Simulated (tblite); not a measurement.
C₇H₁₁FO₂.
Z-matrix (Å and degrees, GFN2-xTB geometry), rows numbered from 1:
```
C 
O   1  1.4040
C   2  1.4148  1  114.94
C   3  1.5333  2  112.65  1   -82.78
C   4  1.5253  3  103.09  2   -79.99
C   5  1.5289  4  103.48  3   -42.73
C   6  1.5366  5  105.12  4    32.73
C   7  1.4995  3  108.56  2   -17.58
O   8  1.1772  7  130.52  3   111.67
F   8  1.3653  7  110.22  3   -70.75
H   1  1.0959  2  112.07  3    67.23
H   1  1.0969  2  111.14  3   -54.81
H   1  1.0879  2  106.07  3  -173.62
H   3  1.1000  2  109.16  1    42.56
H   4  1.0882  3  111.72  2    41.35
H   4  1.0906  3  109.53  2   162.04
H   5  1.0898  4  109.24  3    74.12
H   5  1.0884  4  112.76  3  -164.47
H   6  1.0887  5  111.99  4   153.17
H   6  1.0900  5  110.31  4   -85.62
H   7  1.0928  3  109.70  2  -134.54
```

Computed with GFN2-xTB (tblite): harmonic, unscaled wavenumbers at the GFN2-xTB geometry, gas phase. Against measured fundamentals such values can be off by several per cent, at times by over 20. One conformer, not necessarily the lowest.

Harmonic wavenumbers (cm⁻¹): 29.7, 65.0, 82.5, 120.0, 159.4, 208.0, 244.2, 312.7, 330.6, 419.9, 456.9, 573.8, 602.8, 641.8, 768.3, 802.1, 854.8, 873.0, 943.1, 970.7, 982.5, 1000.8, 1033.3, 1058.8, 1091.6, 1110.5, 1116.1, 1132.4, 1144.3, 1148.9, 1171.1, 1205.8, 1232.5, 1250.2, 1283.5, 1298.7, 1316.7, 1319.1, 1326.9, 1406.4, 1464.7, 1469.6, 1473.0, 1484.4, 1485.8, 1880.0, 2860.8, 2904.4, 2925.8, 2958.1, 2988.8, 2994.7, 3012.5, 3017.5, 3022.7, 3024.1, 3033.5.

A = 1632, B = 1342, C = 892.4 MHz; mass 146.074 u (most abundant isotopes); point group C1, symmetry number 1.

Q: What is the zero-point energy?

A: ½Σν̃ = 37545 cm⁻¹ = 107.35 kcal/mol.

Q: Give the ideal-gas entropy at 200 K and 1 bar in the rigid-rotor, harmonic-oscillator model (classical rotation).

A: Translation 38.89, rotation 28.30, vibration 21.12: S = 88.3 cal/(mol K).

Q: And Cp and H(200 K) − H(0)?

A: Cp = 28.27 cal/(mol K), of which vibrations give 20.32 (their classical limit is 57 R = 113.3); H(200 K) − H(0) = 3.76 kcal/mol without the zero-point energy, 2.17 from vibrations.

Q: Blend soft modes into free rotors: weight 1/[1 + (100 cm⁻¹/ν̃)⁴] for the oscillator and the rest for a rotor with moment μB/(μ + B), μ = h/(8π²ν), B = 10⁻⁴⁴ kg m². What vibrational entropy results?

A: 18.98 cal/(mol K) in place of 21.12, which changes −T·S at 200 K by +0.43 kcal/mol.

Q: What must be added to the electronic energy to get the Gibbs energy at 200 K and 1 bar?

A: ZPE + [H(200 K) − H(0)] − T·S = 107.35 + 3.76 − 17.66 = 93.45 kcal/mol.

Q: How do the functions run with temperature in this model?

A: 
```
 T (K)  S (cal/(mol K))  Cp (cal/(mol K))  H − H(0) (kcal/mol)  G − H(0) (kcal/mol)  ln q(vib)
   150             80.9              23.8                 2.46                -9.67       3.77
   250             95.1              33.3                 5.30               -18.49       6.51
298.15            101.5              38.7                 7.03               -23.22       7.79
   400            114.5              50.3                11.57               -34.23      10.47
   600            138.7              69.0                23.62               -59.58      15.76
   900            170.3              86.6                47.19              -106.06      23.47
```

q(vib) and H(0) count from the zero-point level.

Q: Which modes carry the vibrational entropy at 200 K?

A: 29.7 cm⁻¹: 5.06; 65.0 cm⁻¹: 3.52; 82.5 cm⁻¹: 3.05; 120.0 cm⁻¹: 2.34; 159.4 cm⁻¹: 1.82; 208.0 cm⁻¹: 1.36 cal/(mol K); the other 51 give 3.97 together.

Hindered rotation and anharmonicity are outside this model. Other conformers, if any are populated, would add a mixing term that is left out. The structure is chiral; the term R ln 2 for an equal mix with its mirror image is left out.
